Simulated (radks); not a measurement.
Q: All-electron atom: Mo in [Kr] 4d4 5s1 5p1 (not the ground configuration). All-electron calculation, Dirac Kohn-Sham, PBE, spin-unpolarised, spherical densities, point nucleus; open shells fill j = l - 1/2 first. Program: a radial shooting solver on a logarithmic mesh with Libxc functionals. Some entries of the table are withheld. Estimate them.

orbital  occ.  eigenvalue (eV)  <1/r> (bohr^-1)
1s1/2       2        -19817.04            43.55
2s1/2       2              (1)              (2)
2p1/2       2        -2577.730            9.888
2p3/2       4        -2471.173            9.415
3s1/2       2        -480.3002            3.391
3p1/2       2        -395.0581            3.289
3p3/2       4        -377.5134            3.176
3d3/2       4        -226.8847            2.987
3d5/2       6        -223.5630            2.957
4s1/2       2         -68.2366            1.238
4p1/2       2              (3)            1.117
4p3/2       4              (4)            1.084
4d3/2       4              (5)           0.7424
4d5/2       0              (6)           0.7335
5s1/2       1              (7)           0.3828
5p1/2       1          -2.1370           0.2799
5p3/2       0          -2.0001           0.2710

A: 
(1) 2s1/2 eigenvalue (eV): -2801.793
(2) 2s1/2 <1/r> (bohr^-1): 9.913
(3) 4p1/2 eigenvalue (eV): -43.9773
(4) 4p3/2 eigenvalue (eV): -41.4638
(5) 4d3/2 eigenvalue (eV): -6.9063
(6) 4d5/2 eigenvalue (eV): -6.6750
(7) 5s1/2 eigenvalue (eV): -5.6558
